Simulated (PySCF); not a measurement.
Magnetic shielding above rings: a mixed set.

NICS is the negative of the GIAO shielding at a point without a nucleus: at the ring centre (0) and 1 Å above and below it (1); zz is the component along the ring normal. Level: GIAO PBE0/pcSseg-1 (PySCF, non-relativistic, gas phase) on the GFN2-xTB geometries, one conformer each. Atom numbers follow the mapped SMILES.

Problem. Order these rings by mean NICS(1)zz, lowest (most negative) first (ppm).
A. ring C2–C3–C4–P6–C8 in `[CH3:1][C@@H:2]1[CH2:3][C@@H:4]([CH3:5])[P@H:6](=[O:7])[CH2:8]1`
B. ring C3–C4–C5–C6–C7–C9 in `[CH2:1]=[N:2][c:3]1[cH:4][cH:5][cH:6][c:7]([F:8])[c:9]1[F:10]`
C. ring C6–C7–C8 in `[CH3:1][CH2:2][P:3]([CH2:4][OH:5])[CH:6]1[CH2:7][CH2:8]1`
D. ring C3–Si4–C5 in `[CH2:1]=[CH:2][C@@H:3]1[SiH2:4][C@H:5]1[CH:6]=[CH2:7]`
E. ring C3–C4–O5–C6–P10 in `[CH3:1][S:2][c:3]1[cH:4][o:5][c:6]([N:7]([CH3:8])[CH3:9])[p:10]1`
F. ring C5–C6–C7–C8 in `[CH3:1][P:2]([CH2:3][OH:4])[CH:5]1[CH2:6][CH2:7][CH2:8]1`
G. ring C2–C3–C4–P5–C7–C8 in `[CH3:1][C@H:2]1[CH2:3][CH2:4][P@H:5](=[O:6])[CH2:7][CH2:8]1`

Solution. B (-25.4), C (-23.0), D (-18.9), E (-17.4), A (-3.9), G (3.1), F (6.0).

```tsv
SMILES	ring	NICS(0)	NICS(1)	NICS(1)zz	HOMA	rms pucker (Å)	ring atoms with four or more neighbours
C=Nc1cccc(F)c1F	6-membered carbocycle; formal bonds all aromatic	-11.6	-10.8	-25.4	0.99	0.01	0
CCP(CO)C1CC1	3-membered carbocycle; formal bonds all single	-45.5	-8.7	-23.0	–	0.00	3
C=C[C@@H]1[SiH2][C@H]1C=C	3-membered ring with Si; formal bonds all single	-29.2	-7.5	-18.9	–	0.00	3
CSc1coc(N(C)C)p1	5-membered ring with O and P; formal bonds all aromatic	-9.8	-8.3	-17.4	0.28	0.01	0
C[C@@H]1C[C@@H](C)[P@H](=O)C1	5-membered ring with P; formal bonds all single	-5.3	-4.0	-3.9	–	0.20	5
C[C@H]1CC[P@H](=O)CC1	6-membered ring with P; formal bonds all single	-3.4	-2.8	3.1	–	0.25	6
CP(CO)C1CCC1	4-membered carbocycle; formal bonds all single	2.1	0.4	6.0	–	0.08	4
```

NICS(0) gives another order. The isotropic NICS(1) gives another order. HOMA uses Krygowski's 1993 parameters; it is left out where a ring has a four-coordinate atom, a triple bond, no multiple bond or a kind of bond without parameters. NICS(1) and NICS(1)zz are means over the two faces.
